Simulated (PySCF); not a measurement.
CH₃OS, SMILES C[S]=O (connectivity only; charge and spin as stated), charge -1, multiplicity 1. Coordinates come from a B3LYP-D3(BJ)/def2-SVPD optimisation. The multiplicity is an assumed one; other spin states were not compared. The isomer is the one that the SMILES or the coordinates give; other isomers of the formula were not compared.

The numbers are results of B3LYP-D3(BJ)/def2-SVPD in PySCF, not measurements.

Harmonic wavenumbers (cm⁻¹): 211, 286, 632, 836, 905, 922, 1247, 1390, 1439, 2955, 3024, 3055. Rotational constants (GHz): 23.93, 8.063, 6.273; symmetry number 1.

### Question
Work out the zero-point energy and the ideal-gas rigid-rotor harmonic-oscillator thermochemistry at 298.15 K and 1 atm.

### Answer
ZPE = ½ Σ hcν = ½ × 16902 cm⁻¹ = 101.09 kJ/mol. H − E(el) = 114.49 kJ/mol. Entropy in J/(mol K): translation 160.44, rotation 96.65, vibration 18.60, total 275.68. G − E(el) = 32.29 kJ/mol. Cp = 60.14 J/(mol K).
